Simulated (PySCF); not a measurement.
TaNCl₂: from structure and modes to constants

Computed with PySCF, B3LYP, basis Ta def2-SVP with ECP60, N def2-SVP, Cl def2-SVP (scalar-relativistic core potentials, no spin–orbit coupling, density fitting).

The singlet minimum has Cs symmetry. Masses (u): Ta 180.94800, N 14.00307, Cl 34.96885.

```xyz
4
charge 0 multiplicity 1, angstrom
Ta    0.0000   -0.2183    0.2072
N     0.0000    0.5622    1.7079
Cl    1.9557    0.4487   -0.8769
Cl   -1.9557    0.4487   -0.8769
```

Harmonic wavenumbers (cm⁻¹): 84.6 (a', ×1), 174.6 (a', ×1), 242.8 (a'', ×1), 380.2 (a', ×1), 391.7 (a'', ×1), 1083.4 (a', ×1).

(1) What is the harmonic zero-point energy?

(2) Find the vibrational entropy and heat capacity at 298.15 K.

(3) Give the standard entropy (298.15 K, 1 bar) by its translational, rotational, vibrational and spin parts, and Cp.

Answers

(1) Half the sum of all 6 wavenumbers, 2357/2 = 1179 cm⁻¹, which is 14.1 kJ/mol (1 cm⁻¹ = 0.0119627 kJ/mol).

(2) With u = 1.43878 ω/T, each mode gives S = R[u/(eᵘ−1) − ln(1−e⁻ᵘ)] and C = R u² eᵘ/(eᵘ−1)².
```tsv
ω (cm⁻¹)	u	S (J/(mol K))	C (J/(mol K))
84.6	0.408	15.82	8.20
174.6	0.843	9.98	7.84
242.8	1.172	7.46	7.43
380.2	1.835	4.34	6.33
391.7	1.890	4.16	6.23
1083.4	5.228	0.28	1.23
```
The sums over all modes are S = 42.0 and C = 37.2 J/(mol K); the softest mode gives 38 % of the entropy.

(3) Sackur–Tetrode with M = 264.89 u gives 178.4; rotation with symmetry number 1 gives 116.9; vibration 42.0; spin R ln 1 = 0.0. The total is 337.4 J/(mol K), and Cp = 4 R + 37.2 = 70.5 J/(mol K).

Only a few start shapes were tried, so a lower isomer may exist. With an element this heavy the missing spin–orbit coupling can shift these numbers.
